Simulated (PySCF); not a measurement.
Which level of theory gave which numbers?

Compound: C3H9BO.
SMILES: `CBOCC`

The closed-shell ground state was solved 4 times with PySCF (density fitting, gas phase), always in the pcSseg-1 basis (130 functions), with these functionals: B3LYP, HF, LDA and OPBE. Isolated species at its PBE0-D3(BJ)/def2-SVP geometry (one conformer only).

| row | total energy (Eh) | HOMO (eV) | LUMO (eV) | dipole (D) |
| --- | --- | --- | --- | --- |
| P | -219.7209 | -6.78 | -0.53 | 1.19 |
| Q | -218.4046 | -11.93 | 3.84 | 1.31 |
| R | -217.8662 | -6.91 | -0.94 | 1.24 |
| S | -219.8475 | -8.10 | 0.08 | 1.25 |

Question: Which functional belongs to which row?

Answer: P = OPBE, Q = HF, R = LDA, S = B3LYP. By rising HOMO–LUMO gap: LDA (LDA) 5.97 eV; OPBE (GGA) 6.25 eV; B3LYP (global hybrid, 20 % exact exchange) 8.18 eV; HF (all exact exchange) 15.77 eV. Total energies of different functionals aren't bounds to one another; each is stationary for its own functional.

The values belong to the conformer `[CH3:1][BH:2][O:3][CH2:4][CH3:5]`: C1–B2–O3–C4 178°, B2–O3–C4–C5 -112°.
